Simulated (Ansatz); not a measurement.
BeMe(NH2) (CH₅BeN), relaxed as a singlet with RKS r2SCAN-D4/def2-TZVP in Ansatz, starting from the GFN2-xTB geometry. Force threshold 0.02 eV/Å.

Start:

```xyz
8

Be    0.297   -0.085    0.031
C    -1.377    0.316   -0.124
H    -1.654    1.255    0.351
H    -2.052   -0.424    0.302
H    -1.700    0.421   -1.159
N     1.766   -0.409    0.163
H     2.219   -0.878    0.930
H     2.500   -0.196   -0.493
```

**Question.** Estimate the energy that the relaxation releases and the steps that it takes.

**Answer.** 0.04 eV, in 6 steps; 2.1 s on 4 threads of AMD EPYC 9R45 on a shared host. No frequencies were taken in this run, so the end may be a saddle point.

**Question.** Does the start keep its bonding?

**Answer.** By distances, no bond broke or formed. The bond that changes most is Be1–C2, from 1.73 to 1.69 Å (atoms count from 1).

**Question.** Predict the relaxed structure.

**Answer.** 
```xyz
8

Be    0.279   -0.059    0.032
C    -1.358    0.318   -0.122
H    -1.625    1.261    0.364
H    -1.999   -0.456    0.312
H    -1.655    0.408   -1.172
N     1.742   -0.403    0.161
H     2.163   -0.881    0.942
H     2.454   -0.188   -0.518
```
Bond lengths: 1 × Be–C 1.69 Å; 1 × Be–N 1.51 Å; 3 × C–H 1.09 to 1.10 Å; 2 × H–N 1.01 Å.
